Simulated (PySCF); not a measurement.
## Identify the compound

An unknown has the formula C7H9NO. Its calculated NMR data are:

1H NMR (400 MHz, computed): δ 6.77 (m, 1H), 5.96 (br s, 1H), 5.88 (m, 1H), 5.73 (br s, 1H), 5.62 (br s, 1H), 5.62 (m, 1H), 5.43 (br, 1H), 5.37 (br s, 1H), 4.61 (br, 1H).

13C{1H} NMR (computed): δ 172.5 (C), 153.3 (C), 152.9 (C), 146.4 (CH), 127.1 (CH2), 125.0 (CH2), 125.0 (CH2).

Theoretical values (PySCF 2.14.0 with density-fitted response routines): σ from GIAO-PBE0/pcSseg-1, GFN2-xTB structure. No solvent, one computed conformer, no relativistic terms.

Chemical shifts δ = σref − σ; TMS for 1H and 13C, all at this level.

**Question.** Which candidate is it?
A. COCc1ccncc1
B. CCc1ccc[n+]([O-])c1
C. COCc1ccccn1
D. C=Cc1oncc1CC
E. C=C[C@@H]1C=C[C@H]1NC=O
F. C=CC(=C)C(=C)C(N)=O

**Answer.** F. 

- Rings plus π bonds: 4 (no ring in the answer).
- 7 carbon signals for 7 carbons: no two carbons are equivalent.
- Carbon types of the structure: 3 × C, 1 × CH, 3 × CH2, leaving 2 H on heteroatoms.
- δC 172.5: amide carbonyl carbon; it is a carbonyl in resonance with an O or N lone pair, the region of acids, esters and amides.
- δC 153.3: α carbon of a C=C–C=O unit; as expected for a trigonal carbon in a double bond.
- δC 152.9: fully substituted alkene carbon; as expected for a trigonal carbon in a double bond.
- δC 146.4: alkene CH; the olefinic region.
- δC 127.1, 125.0: terminal =CH2 carbon; an sp2 carbon of a C=C bond.

The others: COCc1ccccn1 would give 6 signals for carbon-bound and other non-exchanging H, not 7; C=Cc1oncc1CC would give 6 signals for carbon-bound and other non-exchanging H, not 7; CCc1ccc[n+]([O-])c1 would give 6 signals for carbon-bound and other non-exchanging H, not 7; C=C[C@@H]1C=C[C@H]1NC=O would give 8 signals for carbon-bound and other non-exchanging H, not 7; COCc1ccncc1 would give 5 carbon signals, not 7.

OH/NH shifts are gas-phase values; hydrogen bonding in solution moves them, usually downfield. The two substituents on the amide-type nitrogen aren't averaged: C–N rotation is slow on the NMR time scale. Shifts are as computed. Against solution values, carbons near 30 ppm lie about +3 ppm off and those near 130 ppm about +5 ppm (rms about the fit 2.1 ppm; single classes can miss by 10 ppm). Of 1328 compounds with measured shifts, 309 miss one by over three times the rms of a fit or turn the order of signals round; such compounds aren't used in these exercises. Signals without a measured value on file couldn't be tested in this way; 1H shifts scatter by 0.2 ppm about their fit, and single ones miss by 0.5 ppm. Hydrogen bonding in solution deshields acid and N–H amide carbonyl carbons by as much as 10 ppm beyond these values. No couplings were computed; multiplicities are counted from neighbouring protons, with m where these are inequivalent, close in shift, in a saturated or five-membered ring or joined by F or P, and br s for small geminal =CH2 splittings.
